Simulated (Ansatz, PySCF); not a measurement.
Spin states of O2Os (SMILES [O]=[Os]=[O]), each relaxed with B3LYP-D3(BJ)/def2-TZVP.
State 1 (charge 0, multiplicity 3):
```json
[
 {"atom": "Os", "x (Å)": "0.2581", "y (Å)": "-0.2065", "z (Å)": "0.2603"},
 {"atom": "O", "x (Å)": "1.0451", "y (Å)": "0.3136", "z (Å)": "-1.1485"},
 {"atom": "O", "x (Å)": "-1.3363", "y (Å)": "-0.0597", "z (Å)": "0.8179"}
]
```
State 2 (charge 0, multiplicity 5):
```
atom    x (Å)    y (Å)    z (Å)
----  -------  -------  -------
Os     0.3456  -0.2788   0.3525
O      0.9527   0.3421  -1.1545
O     -1.3314  -0.0159   0.7316
```

Singlets are restricted, other states unrestricted; no spin–orbit coupling, no relativity up to Kr; see below for the cores. The largest T1 diagnostic is 0.058.

Correlated levels freeze the inner cores; with def2 sets outer-core shells near the valence are correlated too.

The values were computed with Ansatz (a first-principles code) with Gaussian orbitals; PySCF for the dispersion terms. Values without a source in brackets are computed. In def2 rows elements past Kr take small-core potentials, without spin–orbit coupling.

```csv
level,energy of the multiplicity-5 state less that of the multiplicity-3 state (kcal/mol)
PBE/def2-TZVPP,25.69
BLYP/def2-TZVPP,27.56
BLYP-D3(BJ)/def2-TZVPP,27.53
r2SCAN/def2-TZVPP,21.08
r2SCAN-D4/def2-TZVPP,21.08
B97M-V/def2-TZVPP,22.61
B3LYP/def2-TZVPP,(withheld)
PBE0/def2-TZVPP,21.49
B2PLYP/def2-TZVPP,28.05
```

### Question
What belongs in the gaps?

### Answer

- B3LYP/def2-TZVPP, energy of the multiplicity-5 state less that of the multiplicity-3 state (kcal/mol): 24.49
